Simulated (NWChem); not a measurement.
System: SiN3H7; SMILES N[SiH](N)N

Here is an NWChem input.

```
start job
memory heap 200 mb stack 900 mb global 1100 mb
geometry units angstroms noautoz
  Si    -0.008279     0.037259     0.324979
  N     -0.129947     1.663379    -0.255949
  N      1.243783    -1.049609    -0.172835
  N     -1.455603    -0.711833    -0.237146
  H      0.245149     0.209487     1.792001
  H      0.428367     2.393702     0.169891
  H     -0.290437     1.850693    -1.239512
  H      2.150159    -1.013426     0.278414
  H      1.328313    -1.332232    -1.143024
  H     -2.335263    -0.213646    -0.174197
  H     -1.578127    -1.711374    -0.128118
end
basis spherical
  * library 6-31g*
end
dft
  xc m06-2x
  grid xcoarse
  iterations 150
  mulliken
end
task dft gradient
```

NWChem printed, in part:

```
             Northwest Computational Chemistry Package (NWChem) 7.3.0
             --------------------------------------------------------

 C1  symmetry detected

                             Geometry "geometry" -> ""
                             -------------------------

 Output coordinates in angstroms (scale by  1.889725989 to convert to a.u.)

  No.       Tag          Charge          X              Y              Z
 ---- ---------------- ---------- -------------- -------------- --------------
    1 Si                  14.0000     0.07747118    -0.00039590     0.33544754
    2 N                    7.0000     0.68360209     1.51961908    -0.22909342
    3 N                    7.0000     0.67804042    -1.52247143    -0.22967433
    4 N                    7.0000    -1.57386933     0.00359707    -0.15945516
    5 H                    1.0000     0.44138639    -0.00226558     1.78927147
    6 H                    1.0000     1.52955920     1.90555531     0.17319466
    7 H                    1.0000     0.58546189     1.78637961    -1.20246234
    8 H                    1.0000     1.51970225    -1.91344406     0.17677135
    9 H                    1.0000     0.58518401    -1.78582822    -1.20451210
   10 H                    1.0000    -2.12806680     0.84439312    -0.05045176
   11 H                    1.0000    -2.13223576    -0.83446065    -0.05051649

 Effective nuclear repulsion energy (a.u.)     184.1407622314

                                 NWChem DFT Module
                                 -----------------

 Summary of "ao basis" -> "ao basis" (spherical)
 ------------------------------------------------------------------------------
       Tag                 Description            Shells   Functions and Types
 ---------------- ------------------------------  ------  ---------------------
 Si                          6-31g*                  8       18   4s3p1d
 N                           6-31g*                  6       14   3s2p1d
 H                           6-31g*                  2        2   2s

            General Information
            -------------------
          SCF calculation type: DFT
          Wavefunction type:  closed shell.
          No. of atoms     :    11
          No. of electrons :    42
           Alpha electrons :    21
            Beta electrons :    21
          Charge           :     0
          Spin multiplicity:     1
          Use of symmetry is: off; symmetry adaption is: off
          Maximum number of iterations: 150
          AO basis - number of functions:    74
                     number of shells:    40
          Convergence on energy requested:  1.00D-06
          Convergence on density requested:  1.00D-05
          Convergence on gradient requested:  5.00D-04

              XC Information
              --------------
                       M06-2X Method XC Functional
                     Hartree-Fock (Exact) Exchange  0.540
                        M06-2X Exchange Functional  1.000
                      M06-2X Correlation Potential  1.000

             Grid Information
             ----------------
          Grid used for XC integration:  xcoarse
          Radial quadrature: Mura-Knowles
          Angular quadrature: Lebedev.
          Tag              B.-S. Rad. Rad. Pts. Rad. Cut. Ang. Pts.
          ---              ---------- --------- --------- ---------
          Si                  1.10       42           7.0       194
          N                   0.65       21           9.0       194
          H                   0.35       21          10.0       194
          Grid pruning is: on
          Number of quadrature shells:   252
          Spatial weights used:  Erf1

      Superposition of Atomic Density Guess
      -------------------------------------

 Sum of atomic energies:        -455.18615003

      Non-variational initial energy
      ------------------------------

 Total energy =    -457.212252
 1-e energy   =    -990.536751
 2-e energy   =     349.183736
 HOMO         =      -0.335721
 LUMO         =       0.077294

     ---------------------------------------------
      Total Density - Mulliken Population Analysis
     ---------------------------------------------

    Atom       Charge   Shell Charges
 -----------   ------   -------------------------------------------------------
    1 Si  14    12.88   2.00  2.00  5.97  0.83  1.36  0.16  0.28  0.27
    2 N    7     8.23   2.00  0.82  2.68  0.82  1.90  0.01
    3 N    7     8.23   2.00  0.82  2.68  0.82  1.90  0.01
    4 N    7     8.22   2.00  0.82  2.68  0.82  1.90  0.01
    5 H    1     1.10   0.48  0.62
    6 H    1     0.56   0.41  0.15
    7 H    1     0.56   0.41  0.15
    8 H    1     0.56   0.41  0.15
    9 H    1     0.56   0.41  0.15
   10 H    1     0.56   0.41  0.15
   11 H    1     0.56   0.41  0.15

   convergence    iter        energy       DeltaE   RMS-Dens  Diis-err
 ---------------- ----- ----------------- --------- --------- ---------
 d= 0,ls=0.0,diis     1   -457.8134054845 -6.42D+02  1.05D-02  6.18D-01
 d= 0,ls=0.0,diis     2   -457.8453973955 -3.20D-02  4.89D-03  3.58D-01
 d= 0,ls=0.0,diis     3   -457.8836781067 -3.83D-02  8.09D-04  9.80D-03
 d= 0,ls=0.0,diis     4   -457.8847651143 -1.09D-03  1.27D-04  9.93D-05
 d= 0,ls=0.0,diis     5   -457.8847775138 -1.24D-05  4.82D-05  1.72D-05
  Resetting Diis
 d= 0,ls=0.0,diis     6   -457.8847795021 -1.99D-06  1.66D-05  2.42D-06
 d= 0,ls=0.0,diis     7   -457.8847798008 -2.99D-07  5.37D-06  7.37D-08

         Total DFT energy =     -457.884779800810
      One electron energy =     -995.748621415716
           Coulomb energy =      398.018532196181
    Exchange-Corr. energy =      -44.295452812659
 Nuclear repulsion energy =      184.140762231383

 Numeric. integr. density =       42.001415068997

                       DFT Final Molecular Orbital Analysis
                       ------------------------------------

 Vector   19  Occ=2.000000D+00  E=-3.367307D-01
              MO Center=  5.6D-01, -2.8D-03, -7.6D-02, r^2= 3.2D+00
   Bfn.  Coefficient  Atom+Function         Bfn.  Coefficient  Atom+Function
  ----- ------------  ---------------      ----- ------------  ---------------
    35      0.283566   3 N  px               21      0.281332   2 N  px
    39      0.239842   3 N  px               25      0.237877   2 N  px
    23     -0.190544   2 N  pz               37     -0.188417   3 N  pz
    24     -0.180646   2 N  s                38     -0.181012   3 N  s
    27     -0.161628   2 N  pz               41     -0.159798   3 N  pz

 Vector   20  Occ=2.000000D+00  E=-3.066102D-01
              MO Center= -1.2D+00,  2.3D-03, -2.6D-03, r^2= 2.0D+00
   Bfn.  Coefficient  Atom+Function         Bfn.  Coefficient  Atom+Function
  ----- ------------  ---------------      ----- ------------  ---------------
    51      0.531788   4 N  pz               55      0.470277   4 N  pz
    62     -0.257193   5 H  s                61     -0.126408   5 H  s
    22     -0.090512   2 N  py               36      0.090686   3 N  py
    52     -0.084089   4 N  s                13      0.079612   1 Si pz
    26     -0.072388   2 N  py               40      0.072484   3 N  py

 Vector   21  Occ=2.000000D+00  E=-2.937829D-01
              MO Center=  6.1D-01, -6.0D-04, -1.8D-01, r^2= 3.3D+00
   Bfn.  Coefficient  Atom+Function         Bfn.  Coefficient  Atom+Function
  ----- ------------  ---------------      ----- ------------  ---------------
    22      0.313421   2 N  py               36      0.312620   3 N  py
    26      0.281891   2 N  py               40      0.281142   3 N  py
    35      0.249469   3 N  px               21     -0.247288   2 N  px
    39      0.213834   3 N  px               25     -0.212087   2 N  px
    23      0.143985   2 N  pz               37     -0.141300   3 N  pz

 Vector   22  Occ=0.000000D+00  E= 1.152163D-01
              MO Center=  5.9D-01,  3.1D-03, -4.4D-01, r^2= 6.0D+00
   Bfn.  Coefficient  Atom+Function         Bfn.  Coefficient  Atom+Function
  ----- ------------  ---------------      ----- ------------  ---------------
    24     -1.001047   2 N  s                38     -0.997320   3 N  s
    10      0.968779   1 Si s                52     -0.647899   4 N  s
    64      0.473834   6 H  s                68      0.473297   8 H  s
    66      0.413031   7 H  s                70      0.410795   9 H  s
    72      0.375245  10 H  s                74      0.374674  11 H  s

[...]

                         DFT ENERGY GRADIENTS

    atom               coordinates                        gradient
                 x          y          z           x          y          z
   1 Si      0.146399  -0.000748   0.633904   -0.000225   0.000032  -0.001107
   2 N       1.291821   2.871664  -0.432924    0.000511   0.001284  -0.000031
   3 N       1.281311  -2.877054  -0.434022    0.000511  -0.001310  -0.000009
   4 N      -2.974182   0.006797  -0.301327   -0.001676   0.000007  -0.000539
   5 H       0.834099  -0.004281   3.381233    0.000849  -0.000015   0.002811
   6 H       2.890448   3.600977   0.327290    0.000647   0.000609   0.000222
   7 H       1.106363   3.375768  -2.272324    0.000327   0.000513  -0.000888
   8 H       2.871821  -3.615885   0.334049    0.000620  -0.000617   0.000232
   9 H       1.105837  -3.374726  -2.276198    0.000360  -0.000497  -0.000905
  10 H      -4.021463   1.595672  -0.095340   -0.000951   0.000731   0.000093
  11 H      -4.029341  -1.576902  -0.095462   -0.000974  -0.000736   0.000119
```

Level: M06-2X/6-31G* (spherical d). The geometry was optimised at PBE0/def2-SVP.
